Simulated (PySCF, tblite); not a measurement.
Isomers of C5H11NOSi3. Level: GFN2-xTB in tblite, geometry and Hessian alike; calculated harmonic values, unscaled, isolated species. This tight-binding method is rough: wavenumbers can miss measured ones by several per cent, in bad cases by 10 to 20. Modes of hydrogen on silicon can be 10 to 20 % off. One conformer each.

Electronic energies: PBE0/pcSseg-1 single points on the GFN2-xTB geometries (PySCF, gas phase).

```
                                SMILES  electronic energy, lowest = 0 (kcal/mol)
        NCC#C[Si@@H](C#C[SiH3])O[SiH3]                                      32.7
N#C[Si@@H]1[C@@H](C=O)C[Si@@H]1C[SiH3]                                      22.3
 N#C[Si@@H]1[C@@H](C=O)C[Si@H]1C[SiH3]                                      18.6
     N#C[Si@H]1C[Si@H](C(=O)C[SiH3])C1                                      11.1
        C#C[SiH2]O[Si@@H](CC#N)[SiH2]C                                       0.0
         N#CCC[Si@H](C#C[SiH3])O[SiH3]                                       2.2
     C=C(C)O[Si@@H]1[SiH2]C[Si@@H]1C#N                                       9.6
```

Question: How do GFN2-xTB zero-point energies change the relative energies?

Answer: 
```
                                SMILES  ZPE (kcal/mol)  of it from modes above 1550 cm⁻¹  electronic (kcal/mol)  with ZPE, lowest = 0 (kcal/mol)  lowest mode (cm⁻¹)  rings
        C#C[SiH2]O[Si@@H](CC#N)[SiH2]C            85.5                              48.6                    0.0                              0.0                  8i      0
         N#CCC[Si@H](C#C[SiH3])O[SiH3]            83.9                              46.3                    2.2                              0.5                 15i      0
     C=C(C)O[Si@@H]1[SiH2]C[Si@@H]1C#N            88.9                              48.8                    9.6                             13.0                  22      1
     N#C[Si@H]1C[Si@H](C(=O)C[SiH3])C1            86.8                              47.8                   11.1                             12.5                  15      1
 N#C[Si@@H]1[C@@H](C=O)C[Si@H]1C[SiH3]            87.0                              46.9                   18.6                             20.1                  36      1
N#C[Si@@H]1[C@@H](C=O)C[Si@@H]1C[SiH3]            87.3                              47.1                   22.3                             24.0                  31      1
        NCC#C[Si@@H](C#C[SiH3])O[SiH3]            83.6                              49.4                   32.7                             30.8                   8      0
```

The zero-point energies span 5.3 kcal/mol, from `NCC#C[Si@@H](C#C[SiH3])O[SiH3]` to `C=C(C)O[Si@@H]1[SiH2]C[Si@@H]1C#N`. Slightly imaginary modes are left out of the zero-point energy: `C#C[SiH2]O[Si@@H](CC#N)[SiH2]C` 7.5i cm⁻¹ and `N#CCC[Si@H](C#C[SiH3])O[SiH3]` 15.2i cm⁻¹. The lowest isomer stays, but the order above it changes.

Question: And how do the electronic energies of GFN2-xTB itself compare?

Answer: `C#C[SiH2]O[Si@@H](CC#N)[SiH2]C` 14.9; `N#CCC[Si@H](C#C[SiH3])O[SiH3]` 0.0; `C=C(C)O[Si@@H]1[SiH2]C[Si@@H]1C#N` 46.2; `N#C[Si@H]1C[Si@H](C(=O)C[SiH3])C1` 75.3; `N#C[Si@@H]1[C@@H](C=O)C[Si@H]1C[SiH3]` 73.7; `N#C[Si@@H]1[C@@H](C=O)C[Si@@H]1C[SiH3]` 73.2; `NCC#C[Si@@H](C#C[SiH3])O[SiH3]` 25.2 kcal/mol, lowest = 0. Against the energies above, taken from the same isomer `C#C[SiH2]O[Si@@H](CC#N)[SiH2]C`, the largest difference is 49.3 kcal/mol.
